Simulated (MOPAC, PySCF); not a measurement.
H$_{2}$SeSi, SMILES `[SiH2]=[Se]`, neutral singlet in the gas phase. 

Cartesian coordinates (Å):
```xyz
4

Si    -0.0914     0.0016    -0.0004
Se     1.9831    -0.0340     0.0077
H     -0.9666    -1.1982    -0.0045
H     -0.9250     1.2306    -0.0028
```
Charge 0, spin multiplicity 1.

All levels are single points at this geometry (r2SCAN-D4/def2-TZVP); Pople sets use spherical d functions. Orbital energies aren't observables, and empty levels follow the basis.

```tsv
level	HOMO (eV)	LUMO (eV)	gap (eV)	dipole (D)	vertical IE, Delta-SCF (eV)
PBE-D3(BJ)/def2-TZVP in PySCF	-5.80	-3.48	2.33	2.13	9.06
r2SCAN-D4/def2-TZVP in PySCF	-6.05	-3.36	2.68	2.36	9.10
B3LYP/6-311+G** (LANL2DZ on Se) in PySCF	-6.68	-2.91	3.77	2.56	–
B3LYP/6-31G* in PySCF	-6.55	-2.84	3.72	2.45	9.08
B3LYP/LANL2DZ in PySCF	-6.63	-3.10	3.54	2.45	–
BP86/6-31G* in PySCF	-5.82	-3.54	2.28	2.25	–
M06-2X/6-31G* in PySCF	-7.90	-1.95	5.95	2.85	–
PBE/6-31G* in PySCF	-5.72	-3.45	2.28	2.23	9.05
HF/6-31G* in PySCF	-9.22	0.30	9.52	3.38	7.94
HF/STO-3G in PySCF	-6.00	4.61	10.60	3.78	–
AM1 in MOPAC	-8.36	-2.56	5.80	2.50	–
PM3 in MOPAC	-8.75	-2.35	6.39	3.24	–
PM7 in MOPAC	-8.53	-2.53	6.00	1.87	–
```
